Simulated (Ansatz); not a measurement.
Cost and result for the atomization energy of CH5AsOSi, SMILES `[AsH2][SiH]1CO1` (9 atoms, 9 bonds).

```json
{"atom": "As1", "x (Å)": "1.4350", "y (Å)": "0.6258", "z (Å)": "-1.4129"}
{"atom": "Si2", "x (Å)": "-0.2264", "y (Å)": "0.3251", "z (Å)": "0.2153"}
{"atom": "C3", "x (Å)": "-0.7809", "y (Å)": "-1.3381", "z (Å)": "0.6610"}
{"atom": "O4", "x (Å)": "-1.5720", "y (Å)": "-0.5284", "z (Å)": "-0.2745"}
{"atom": "H5", "x (Å)": "2.3830", "y (Å)": "1.1886", "z (Å)": "-0.3586"}
{"atom": "H6", "x (Å)": "0.9142", "y (Å)": "2.0191", "z (Å)": "-1.7466"}
{"atom": "H7", "x (Å)": "-0.4985", "y (Å)": "1.4690", "z (Å)": "1.1190"}
{"atom": "H8", "x (Å)": "-1.3004", "y (Å)": "-1.5343", "z (Å)": "1.5970"}
{"atom": "H9", "x (Å)": "-0.3542", "y (Å)": "-2.2269", "z (Å)": "0.2003"}
```

The species carries charge 0 and has multiplicity 1. Correlated methods include outer-core shells of As, which these sets cover unevenly. Scalar relativity is left out up to krypton. All single points use the PBE0-D4/def2-TZVP geometry. Program: Ansatz. All runs use 4 threads of an Intel Xeon Platinum 8259CL on a shared host. Times are those of one run each, without the atoms' runs, and a repeat can differ threefold. Electronic energies, without spin–orbit coupling; frozen cores. CCSD(T)/CBS adds CCSD(T) − MP2 in def2-TZVPP to the MP2 limit, and its time is that of the two runs behind it. T1 = 0.013. With those shells the extrapolation isn't a true limit. B3LYP takes the VWN-RPA correlation (the form of Gaussian; ORCA's B3LYP/G).

CCSD(T)/CBS is a level of theory with its own doubt, some kJ/mol a heavy atom from the limit and from the frozen cores, so smaller differences don't rank the functionals.

```csv
level,functions,wall time
PBE-D4/def2-TZVPP (with forces),222,2.2 s
PBE0-D4/def2-TZVPP,222,2.6 s
r2SCAN-D4/def2-TZVPP (with forces),222,3.4 s
B3LYP-D4/def2-TZVPP (with forces),222,4 s
B2PLYP/def2-TZVPP,222,4.8 s
ωB97X-V/def2-TZVPP,222,6.5 s
ωB97M-V/def2-TZVPP (with forces),222,10 s
MP2/def2-QZVPP,423,18 s
CCSD(T)/def2-TZVPP,222,73 s
CCSD(T)/CBS(def2),–,90 s
```

Question: What atomization energy does each give, and how far from CCSD(T)/CBS? (Best estimate.)

Answer: Ansatz gave: 
```json
{"level": "PBE-D4/def2-TZVPP (with forces)", "atomization (kJ/mol)": "2996.0", "difference from CCSD(T)/CBS": "59.0", "per bond": "6.6"}
{"level": "PBE0-D4/def2-TZVPP", "atomization (kJ/mol)": "2926.2", "difference from CCSD(T)/CBS": "-10.8", "per bond": "-1.2"}
{"level": "r2SCAN-D4/def2-TZVPP (with forces)", "atomization (kJ/mol)": "2951.8", "difference from CCSD(T)/CBS": "14.8", "per bond": "1.6"}
{"level": "B3LYP-D4/def2-TZVPP (with forces)", "atomization (kJ/mol)": "2937.8", "difference from CCSD(T)/CBS": "0.8", "per bond": "0.1"}
{"level": "B2PLYP/def2-TZVPP", "atomization (kJ/mol)": "2895.4", "difference from CCSD(T)/CBS": "-41.6", "per bond": "-4.6"}
{"level": "ωB97X-V/def2-TZVPP", "atomization (kJ/mol)": "2965.9", "difference from CCSD(T)/CBS": "28.9", "per bond": "3.2"}
{"level": "ωB97M-V/def2-TZVPP (with forces)", "atomization (kJ/mol)": "2941.2", "difference from CCSD(T)/CBS": "4.2", "per bond": "0.5"}
{"level": "MP2/def2-QZVPP", "atomization (kJ/mol)": "2928.9", "difference from CCSD(T)/CBS": "-8.1", "per bond": "-0.9"}
{"level": "CCSD(T)/def2-TZVPP", "atomization (kJ/mol)": "2846.7", "difference from CCSD(T)/CBS": "-90.3", "per bond": "-10.0"}
{"level": "CCSD(T)/CBS(def2)", "atomization (kJ/mol)": "2937.0", "difference from CCSD(T)/CBS": "0.0", "per bond": "0.0"}
```

From PBE to PBE0 (25 % exact exchange), in def2-TZVPP and without D4, the atomization energy moves by −66.9 kJ/mol: exact exchange takes away binding that semilocal exchange gives to molecules. The D4 term adds +31.8 kJ/mol with B3LYP and +16.5 kJ/mol with PBE0; it sums over pairs of atoms, weighted by their polarisabilities, and B3LYP, whose exchange is more repulsive, gets the larger term. In def2-TZVPP, CCSD(T) changes the Hartree–Fock value by +856.9 kJ/mol (the triples alone add +54.1 kJ/mol) and MP2 by +885.3 kJ/mol; breaking electron pairs costs correlation energy, which Hartree–Fock lacks.
